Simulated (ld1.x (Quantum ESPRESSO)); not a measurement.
**Configuration tests for palladium (RRKJ)**

* Element: Pd (Z = 46)
* Generator: ld1.x (Quantum ESPRESSO) 7.5
* Type: norm-conserving RRKJ (Kleinman–Bylander form)
* Functional: LDA (PZ)
* Relativity: fully relativistic
* Frozen core: [Ar] 3d10
* Valence charge: 18
* Reference configuration: 4s2 4p6 4d8 5s0 5p0 (charge +2)
* Partial waves: 4p (bound): rc 1.15 bohr; 4d (bound): rc 1.15 bohr; 4s (bound): rc 1.40 bohr
* Local potential: the s channel
* Core correction: Bessel-smoothed model core inside 0.95 bohr

Open shells are filled in proportion to 2j + 1 (rel_dist='average').

Energies are relative to the spin-unpolarised reference configuration 4s2 4p6 4d8 5s0 5p0; without spin polarisation the order of configurations can differ from experiment.

```json
{"valence configuration": "4s2 4p6 4d10 5s0 5p0", "charge": "0", "ΔE all-electron (eV)": "-30.475", "error AE − PS (meV)": "+36"}
{"valence configuration": "4s2 4p6 4d9 5s0 5p0", "charge": "+1", "ΔE all-electron (eV)": "-21.082", "error AE − PS (meV)": "+13"}
{"valence configuration": "4s2 4p6 4d7 5s0 5p0", "charge": "+3", "ΔE all-electron (eV)": "34.593", "error AE − PS (meV)": "+24"}
{"valence configuration": "4s2 4p5 4d10 5s0 5p0", "charge": "+1", "ΔE all-electron (eV)": "26.973", "error AE − PS (meV)": "+3.4"}
{"valence configuration": "4s2 4p6 4d6 5s0 5p0", "charge": "+4", "ΔE all-electron (eV)": "84.140", "error AE − PS (meV)": "+113"}
```

Q: What are ΔE and the potential's error for 4s2 4p6 4d9 5s1 5p0?

A: ΔE = -29.036 eV all-electron; the error (AE − PS) is +892 meV.

Q: What are ΔE and the potential's error for 4s2 4p6 4d9 5s0 5p1?

A: ΔE = -25.158 eV all-electron; the error (AE − PS) is +118 meV.

Levels in the configuration 4s2 4p6 4d9 5s1 5p0:

```csv
level,all-electron (eV),pseudo (eV)
4s j=1/2,-88.710,-88.216
4p j=1/2,-57.670,-57.209
4p j=3/2,-53.137,-52.680
4d j=3/2,-7.188,-6.777
4d j=5/2,-6.715,-6.307
5s j=1/2,-4.660,-5.281
```
